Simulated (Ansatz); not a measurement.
The lowest singlet and triplet of CS (SMILES [C]=S); geometries from B3LYP-D3(BJ)/def2-TZVP, each state relaxed from the structure named, with no frequency check.
Singlet at the triplet's geometry (charge 0, multiplicity 1):
```xyz
2

C      0.000     0.000    -1.140
S      0.000     0.000     0.428
```

A positive gap puts the triplet lower; no zero-point energy. U- takes an unrestricted singlet (broken symmetry where lower, unprojected). The triplet is unrestricted in single-reference levels. Active spaces average the two states.

Cores are frozen in the correlated methods.

Codes used: Ansatz (Gaussian orbitals). Values without a source in brackets are computed.

**Question.** What gap E(singlet) − E(triplet), vertical, at the triplet's geometry does U-MP2/cc-pV(T+d)Z give?

**Answer.** -3.99 eV

**Question.** Predict the gap E(singlet) − E(triplet), vertical, at the triplet's geometry from U-wB97M-V/def2-TZVPP.

**Answer.** -3.49 eV

**Question.** Give the gap E(singlet) − E(triplet), vertical, at the triplet's geometry at the level SA-CASSCF(10,8)/cc-pV(D+d)Z.

**Answer.** -3.42 eV

Doubts at one or more of the structures used: a spin-contaminated determinant (U-MP2/cc-pV(T+d)Z).

Ansatz is an electronic-structure program.
